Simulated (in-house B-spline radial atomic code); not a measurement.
Removing one electron from Cd XIII (Cd12+)

Closed shell [Ar] 3d10 4s2 4p6. Computed with a B-spline radial code for spherical atoms: Koopmans values of Dirac-Hartree-Fock plus a diagonal self-energy, in second order or with its direct term screened (direct RPA, with the hole-particle interaction, or full time-dependent Hartree-Fock), linearised in energy; no-pair Dirac-Coulomb Hamiltonian, finite nucleus. Shifts add to the Koopmans value (the ΔSCF shift is orbital relaxation alone); the final value takes TDHF screening with Breit and QED.

Command:
```bash
python run_mb.py task.json out
```
Settings (nuclear radius in fm, box in bohr, cutoff in hartree):
```
basis_form          2
Z                   48
core_configuration  [Ar] 3d10 4s2 4p6
rms_radius          4.6087
mass_number         114
speed_of_light      137.036
box_radius          6.469
lmax                7
intervals           60
virtual_cutoff      9216.0
```

Cost of the run: 18 s on 1 thread of Intel(R) Xeon(R) 6975P-C (shared host).

Energies in eV:

| subshell | Koopmans | ΔSCF shift | second order | direct RPA | hole-particle | TDHF | Breit + QED | final |
| --- | --- | --- | --- | --- | --- | --- | --- | --- |
| 4p3/2 | 305.55 | -0.650 | ? | ? | ? | ? | ? | ? |
| 4p1/2 | 313.20 | -0.695 | 0.817 | 0.795 | 0.654 | 0.698 | -0.242 | 313.66 |

Task: What does the self-energy do to 4p3/2?

Result: It shifts the removal energy by 0.897 eV in second order, 0.807 with direct RPA, 0.719 with the hole-particle term and 0.770 with TDHF screening (quasi-particle weight 0.983); Breit and QED add -0.143 eV. The final value is 306.18 eV, against 305 ± 3 eV (NIST, tabulated theory).
